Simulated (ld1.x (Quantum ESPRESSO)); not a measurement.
Os (Z = 76), PAW: configuration errors across variants

ld1.x (Quantum ESPRESSO) 7.5 input, shortened:

```
&input
   title='Os', zed=76., rel=1, dft='PBE', iswitch=3,
   config='[Xe] 4f14 5d6.5 6s1.5 6p0'
 /
 &inputp
   pseudotype=3, lpaw=.true., tm=.true., lloc=-1, rcloc=2.05,
   nlcc=.true., new_core_ps=.true., rcore=1.45,
   which_augfun='BESSEL', rmatch_augfun=1.15
 /
6
6S  1  0   1.50   0.00  2.30  2.95  0.0
6S  1  0   0.00   0.90  2.30  2.95  0.0
5P  2  1   6.00   0.00  1.75  2.40  0.0
6P  3  1   0.00   0.00  1.75  2.40  0.0
5D  3  2   6.50   0.00  1.60  2.05  0.0
5D  3  2   0.00   0.50  1.60  2.05  0.0
 &test
   configts(1)='5p6 5d6.5 6s1.5 6p0'
 /
```

All-electron excitation energies from the reference (eV): (1) 5p6 5d6 6s2 6p0 -0.054; (2) 5p6 5d6 6s1 6p0 9.523; (3) 5p6 5d6 6s0 6p0 26.437; (4) 5p6 5d5 6s2 6p0 11.024; (5) 5p6 5d7 6s1 6p0 0.263; (6) 5p6 5d5 6s0 6p0 55.284; (7) 5p5 5d6 6s2 6p0 56.862.

The overlap operator is not positive definite (basis up to 400 Ry) in “all radii but the core radius scaled by about 0.79 (s 2.34, p 1.90, d 1.64 bohr, rcut 1.82/1.40/1.28); local potential all-electron potential smoothed inside 1.64 bohr (lloc = -1); augmentation BESSEL, radius 0.92 bohr”, “all radii but the core radius scaled by about 0.87 (s 2.56, p 2.08, d 1.78 bohr, rcut 2.00/1.52/1.40); local potential all-electron potential smoothed inside 1.78 bohr (lloc = -1); augmentation BESSEL, radius 1.00 bohr”. Such files are unfit for use, however small their errors in these radial tests.

Tests that are not counted but printed errors over 1 eV. “all radii but the core radius scaled by about 1.03 (s 3.04, p 2.48, d 2.12 bohr, rcut 2.38/1.80/1.66); local potential all-electron potential smoothed inside 2.12 bohr (lloc = -1); augmentation BESSEL, radius 1.18 bohr”: 5p6 5d7 6s1 6p0 (solver errors, printed error -3.3 eV).

A true bound ghost makes a file unfit for plane-wave use even where its test errors are small: the radial tests pick states by their node count and pass the ghost by. Where a test does run into it, the solver fails or the error is huge.

Errors AE − PS in meV (a dash: test not solved or not reliable):

```csv
change,(1),(2),(3),(4),(5),(6),(7),bound ghosts
base,-16,-4.4,+17,-79,-17,+15,-525,s
"all radii but the core radius scaled by about 0.79 (s 2.34, p 1.90, d 1.64 bohr, rcut 1.82/1.40/1.28); local potential all-electron potential smoothed inside 1.64 bohr (lloc = -1); augmentation BESSEL, radius 0.92 bohr",+2.8,-1.8,-1.3,+0.2,-1.9,-17,–,"s (p not tested, overlap not positive)"
"all radii but the core radius scaled by about 0.87 (s 2.56, p 2.08, d 1.78 bohr, rcut 2.00/1.52/1.40); local potential all-electron potential smoothed inside 1.78 bohr (lloc = -1); augmentation BESSEL, radius 1.00 bohr",–,–,–,–,–,–,–,"s (p not tested, overlap not positive)"
"all radii but the core radius scaled by about 1.03 (s 3.04, p 2.48, d 2.12 bohr, rcut 2.38/1.80/1.66); local potential all-electron potential smoothed inside 2.12 bohr (lloc = -1); augmentation BESSEL, radius 1.18 bohr",-27,-6.9,+7.9,-115,–,-6.2,-637,s
"all radii but the core radius scaled by about 1.14 (s 3.36, p 2.74, d 2.34 bohr, rcut 2.62/2.00/1.82); local potential all-electron potential smoothed inside 2.34 bohr (lloc = -1); augmentation BESSEL, radius 1.32 bohr",–,–,–,–,–,–,–,none
"all radii but the core radius scaled by about 1.27 (s 3.74, p 3.04, d 2.60 bohr, rcut 2.92/2.22/2.02); local potential all-electron potential smoothed inside 2.60 bohr (lloc = -1); augmentation BESSEL, radius 1.46 bohr",–,–,–,–,–,–,–,none
```

(1) Give the same row for: all radii but the core radius scaled by about 1.37 (s 4.04, p 3.28, d 2.80 bohr, rcut 3.16/2.40/2.20); local potential all-electron potential smoothed inside 2.80 bohr (lloc = -1); augmentation BESSEL, radius 1.58 bohr.

## Answers

(1) –, –, –, –, –, –, –; bound ghosts: none.
